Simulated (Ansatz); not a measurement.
Input file for Ansatz (a quantum-chemistry and plane-wave program): R-B3LYP-D3(BJ)/def2-TZVP on H2O (SMILES O).

Ansatz 0.2 input:
```yaml
crystal:
  periodic: [false, false, false]
  atoms:
    - {symbol: O, position_ang: [0.00700000, 0.37900000, -0.00000000]}
    - {symbol: H, position_ang: [-0.77590000, -0.17530000, -0.00000000]}
    - {symbol: H, position_ang: [0.76890000, -0.20370000, 0.00000000]}
basis:
  gaussian:
    orbitals: def2-TZVP
hamiltonian:
  xc: b3lyp
  dispersion: d3bj
relax: {f_tol: 0.004, max_steps: 120}
scf: {lower_state_search: off}
```

Program output:

```
WARN ansatz: RAYON_NUM_THREADS=1 ignored (pool sized by the plan → 1); use --threads N
Functional definition: B3LYP
these checks for a lower state are left out or cut short: stability, starts, cluster_reference, orbital_swaps, neighbouring_geometries, increment
integrals: 0.00 GiB planned
239 factors; their error is unknown
mean field: 0.07 GiB planned
mean field evaluation 1: about -2076.0711 eV, gradient 5.4e1 eV
mean field evaluation 2: about -2068.2221 eV, gradient 8.6e1 eV
mean field evaluation 4: about -2080.6588 eV, gradient 2.4e-1 eV
mean field evaluation 8: about -2080.6611 eV, gradient 3.0e-3 eV
mean field -2080.66110503 eV, -76.4628852870 hartree, gradient 3.8e-6 eV, S^2 0.000000; 0 other end points of the search recorded, 0 dependent functions left out
the calculation of the forces begins
reference -2080.66124028 eV, -76.4628902576 hartree; 5, 5 occupied and 38, 38 virtual orbitals, 239 factors
relax step   1: F+E_penalty+E_count = -2080.67671662 eV  Δ(F+E_penalty+E_count) = +0.000e0 eV  max|allowed force component| = 3.793e-1 eV/Å  Δτ_max = 0.0000 Å  (13 SCF iters, accepted)
these checks for a lower state are left out or cut short: stability, starts, cluster_reference, orbital_swaps, neighbouring_geometries, increment
integrals: 0.00 GiB planned
239 factors; their error is unknown
mean field: 0.07 GiB planned
mean field evaluation 16: about -2080.6604 eV, gradient 4.4e-1 eV
mean field -2080.66299431 eV, -76.4629547169 hartree, gradient 1.2e-6 eV, S^2 0.000000; 0 other end points of the search recorded, 0 dependent functions left out
the calculation of the forces begins
reference -2080.66313009 eV, -76.4629597068 hartree; 5, 5 occupied and 38, 38 virtual orbitals, 239 factors
relax step   2: F+E_penalty+E_count = -2080.67860708 eV  Δ(F+E_penalty+E_count) = -1.890e-3 eV  max|allowed force component| = 2.048e-1 eV/Å  Δτ_max = 0.0043 Å  (18 SCF iters, accepted)
these checks for a lower state are left out or cut short: stability, starts, cluster_reference, orbital_swaps, neighbouring_geometries, increment
integrals: 0.00 GiB planned
239 factors; their error is unknown
mean field: 0.07 GiB planned
mean field -2080.66398033 eV, -76.4629909526 hartree, gradient 1.2e-6 eV, S^2 0.000000; 0 other end points of the search recorded, 0 dependent functions left out
the calculation of the forces begins
reference -2080.66411663 eV, -76.4629959613 hartree; 5, 5 occupied and 38, 38 virtual orbitals, 239 factors
relax step   3: F+E_penalty+E_count = -2080.67959528 eV  Δ(F+E_penalty+E_count) = -9.882e-4 eV  max|allowed force component| = 4.068e-2 eV/Å  Δτ_max = 0.0072 Å  (18 SCF iters, accepted)
these checks for a lower state are left out or cut short: stability, starts, cluster_reference, orbital_swaps, neighbouring_geometries, increment
integrals: 0.00 GiB planned
239 factors; their error is unknown
mean field: 0.07 GiB planned
mean field evaluation 32: about -2080.6618 eV, gradient 2.7e-1 eV
mean field -2080.66402697 eV, -76.4629926665 hartree, gradient 1.2e-6 eV, S^2 0.000000; 0 other end points of the search recorded, 0 dependent functions left out
the calculation of the forces begins
reference -2080.66416333 eV, -76.4629976777 hartree; 5, 5 occupied and 38, 38 virtual orbitals, 239 factors
relax step   4: F+E_penalty+E_count = -2080.67964165 eV  Δ(F+E_penalty+E_count) = -4.637e-5 eV  max|allowed force component| = 1.159e-4 eV/Å  Δτ_max = 0.0014 Å  (19 SCF iters, accepted)
Total energy: -2080.67977801 eV, -76.4635715065 hartree
Atom 0 at     0.007167     0.389556    -0.000000 Å, force    -0.000011     0.000116    -0.000000 eV/Å
Atom 1 at    -0.768472    -0.180706     0.000000 Å, force     0.000096    -0.000055     0.000000 eV/Å
Atom 2 at     0.761305    -0.208850    -0.000000 Å, force    -0.000085    -0.000061     0.000000 eV/Å
Dipole moment:    -0.007903    -0.429563     0.000000 e Å
Checks for a lower state left out: stability, starts, cluster_reference, orbital_swaps, neighbouring_geometries, increment
```

The run converged.

Cost: roughly 1.6 core-seconds.
